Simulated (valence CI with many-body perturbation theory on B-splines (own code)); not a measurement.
Level structure of Ga10+

Computed by configuration interaction combined with many-body perturbation theory (CI+MBPT): three valence electrons over a frozen Dirac-Fock core [Ar], radial functions for each j: 7 s, 7 p, 8 d, 6 f, 4 g, 1 h, with the one-electron correlation potential Σ1, the two-electron term Σ2, the three-electron term Σ3, Breit, model QED; selected CI, second order for the rest, scaled by the run's own slope (own B-spline code, finite nucleus).

No measured levels were compared; by estimate terms of the open shell hold to 2 to 4 % of their energy, and close levels can change places. Only levels of the ground parity were solved; by the run's estimate the other parity begins above the list, which can be wrong where configurations are misplaced.

Levels 1 to 19 of 19, with energies above the lowest level, 3d³ ⁴F_3/2. "Leading %" is the weight of the configuration and term that name the level; weights of strongly mixed levels are sums over their largest components and can fall short, so below about 35 % the name and the second component can differ from the true leading terms, or belong to a minority configuration.

| No. | Configuration | Term | J | E (cm⁻¹) | Leading % | g | Second component |
| --- | --- | --- | --- | --- | --- | --- | --- |
| 1 | 3d³ | ⁴F | 3/2 | 0.0 | 99 | 0.402 |  |
| 2 | 3d³ | ⁴F | 5/2 | 2046 | 100 | 1.028 |  |
| 3 | 3d³ | ⁴F | 7/2 | 4597 | 100 | 1.236 |  |
| 4 | 3d³ | ⁴F | 9/2 | 7463 | 98 | 1.330 |  |
| 5 | 3d³ | ⁴P | 1/2 | 31075 | 96 | 2.581 | 4 % 3d³ ²P |
| 6 | 3d³ | ⁴P | 3/2 | 31250 | 88 | 1.676 | 10 % 3d³ ²P |
| 7 | 3d³ | ²G | 7/2 | 33982 | 99 | 0.890 |  |
| 8 | 3d³ | ⁴P | 5/2 | 34439 | 99 | 1.596 |  |
| 9 | 3d³ | ²G | 9/2 | 35972 | 87 | 1.089 | 12 % 3d³ ²H |
| 10 | 3d³ | ²D | 3/2 | 42938 | 53 | 1.082 | 37 % 3d³ ²P |
| 11 | 3d³ | ²P | 1/2 | 44539 | 96 | 0.753 | 4 % 3d³ ⁴P |
| 12 | 3d³ | ²H | 9/2 | 47117 | 88 | 0.932 | 12 % 3d³ ²G |
| 13 | 3d³ | ²H | 11/2 | 48069 | 100 | 1.090 |  |
| 14 | 3d³ | ²D | 5/2 | 49400 | 98 | 1.202 |  |
| 15 | 3d³ | ²P | 3/2 | 51167 | 53 | 1.103 | 44 % 3d³ ²D |
| 16 | 3d³ | ²F | 7/2 | 74861 | 100 | 1.141 |  |
| 17 | 3d³ | ²F | 5/2 | 76030 | 99 | 0.859 |  |
| 18 | 3d³ | ²D | 5/2 | 116480 | 99 | 1.198 |  |
| 19 | 3d³ | ²D | 3/2 | 117540 | 100 | 0.799 |  |

Names give the largest LS component (configuration and term), which can be under half, so a name can repeat, a term be missing and a line seem to break the LS rules; names also repeat where a configuration has a term twice.

The ionisation energy to 3d² ³F2 of the next ion comes out as 280.58 eV (NIST: 280 ± 2.4 eV (theoretical)). All 19 levels together are meant to be complete up to 122250 cm⁻¹.
